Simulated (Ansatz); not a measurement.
GeF2H2 (GeH2F2). Total charge 0; singlet. Geometry r2SCAN-D4/def2-TZVP, basis def2-TZVP, Ansatz.

```json
{"run": "A", "HOMO (eV)": "-10.05", "LUMO (eV)": "-0.02"}
{"run": "B", "HOMO (eV)": "-9.64", "LUMO (eV)": "-0.40"}
{"run": "C", "HOMO (eV)": "-8.88", "LUMO (eV)": "-0.51"}
{"run": "D", "HOMO (eV)": "-10.33", "LUMO (eV)": "0.22"}
{"run": "E", "HOMO (eV)": "-9.84", "LUMO (eV)": "-0.32"}
{"run": "F", "HOMO (eV)": "-12.49", "LUMO (eV)": "2.08"}
```

B3LYP takes the VWN-RPA correlation. HSE06 is defined as in plane-wave codes, on full-range PBE exchange.

The runs used B3LYP, HSE06, PBE0, r2SCAN, r2SCAN0, ωB97X-V. Estimate which is which.

A PBE0 (25 % exact exchange); B HSE06 (range-separated); C r2SCAN (0 % exact exchange); D r2SCAN0 (25 % exact exchange); E B3LYP (20 % exact exchange); F ωB97X-V (range-separated). Exact exchange lowers occupied and raises empty levels; among semilocal functionals meta-GGAs tend to open the gap a little, and such runs are hard to tell apart. The gap grows from 8.36 eV (r2SCAN) to 14.58 eV (ωB97X-V).
